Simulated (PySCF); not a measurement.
C₃H₈BN.
Geometry (PBE0-D3(BJ)/def2-SVP, Å), atoms numbered from 1 in this order:
```xyz
13
C3H8BN angstrom
C      1.7578   -1.4766    0.6990
N      0.8368   -0.7154    0.3514
B     -0.1617    0.1309   -0.0589
C     -1.3852   -0.4504   -0.8850
C     -0.0759    1.6733    0.3034
H      1.7381   -2.0180    1.6632
H      2.6447   -1.6527    0.0618
H     -2.3157   -0.3170   -0.3071
H     -1.5191    0.1208   -1.8188
H     -1.2884   -1.5156   -1.1388
H     -1.0115    2.0068    0.7822
H      0.0209    2.2624   -0.6248
H      0.7656    1.9317    0.9618
```

Method: core-valence-separated Tamm–Dancoff BHandHLYP/aug-pcX-1 (pcseg-1 on H) in PySCF, non-relativistic, gas phase, PBE0-D3(BJ)/def2-SVP geometry. No shift to experiment was applied.

The lowest roots of each edge with f over 0.003 (five at most, numbered afresh; weaker and dark ones are left out), with transition dipoles (au) in the frame of the coordinates:

```json
{"root": "1", "edge": "C", "E (eV)": "283.09", "μx": "0.0457", "μy": "0.0748", "μz": "0.0429"}
{"root": "2", "edge": "C", "E (eV)": "284.59", "μx": "0.0197", "μy": "-0.0039", "μz": "0.0095"}
{"root": "3", "edge": "C", "E (eV)": "284.59", "μx": "-0.0028", "μy": "-0.0221", "μz": "-0.0031"}
{"root": "4", "edge": "C", "E (eV)": "284.71", "μx": "-0.0248", "μy": "-0.0284", "μz": "-0.0174"}
{"root": "5", "edge": "C", "E (eV)": "284.71", "μx": "-0.0130", "μy": "0.0225", "μz": "-0.0039"}
{"root": "6", "edge": "N", "E (eV)": "395.87", "μx": "0.0368", "μy": "0.0602", "μz": "0.0345"}
{"root": "7", "edge": "N", "E (eV)": "399.61", "μx": "0.0262", "μy": "0.0102", "μz": "-0.0457"}
{"root": "8", "edge": "B", "E (eV)": "187.72", "μx": "0.0672", "μy": "0.0245", "μz": "-0.1160"}
```

Task: What are the oscillator strengths?

Result: f = (2/3) ΔE |μ|², with ΔE in hartree (27.2114 eV):

| root | ΔE (Eh) | \|μ\|² (au) | f | core hole on |
| --- | --- | --- | --- | --- |
| 1 | 10.4033 | 0.009524 | 0.066 | C1 |
| 2 | 10.4583 | 0.000494 | 0.003 | C4/C5 |
| 3 | 10.4584 | 0.000506 | 0.004 | C4/C5 |
| 4 | 10.4629 | 0.001724 | 0.012 | C4/C5 |
| 5 | 10.4630 | 0.000690 | 0.005 | C4/C5 |
| 6 | 14.5479 | 0.006169 | 0.060 | N2 |
| 7 | 14.6855 | 0.002879 | 0.028 | N2 |
| 8 | 6.8987 | 0.018572 | 0.085 | B3 |

Task: Molecules are fixed in this frame and the field points along x. What effective strengths 3 f cos²θ do the roots have (θ between field and μ)?

Result: root 1 (C1): 0.043, root 2 (C4/C5): 0.008, root 3 (C4/C5): 0.000, root 4 (C4/C5): 0.013, root 5 (C4/C5): 0.004, root 6 (N2): 0.039, root 7 (N2): 0.020, root 8 (B3): 0.062. Root 8 is the strongest. Averaged over all orientations cos²θ is 1/3, which gives f back. For degenerate partners only the sum has meaning, as the program may mix them freely.

The run took 46 s wall, 36 s CPU on one thread, Intel Xeon at 2.50 GHz (x86_64), no GPU (shared host), and the process peaked at 0.78 GiB of memory.
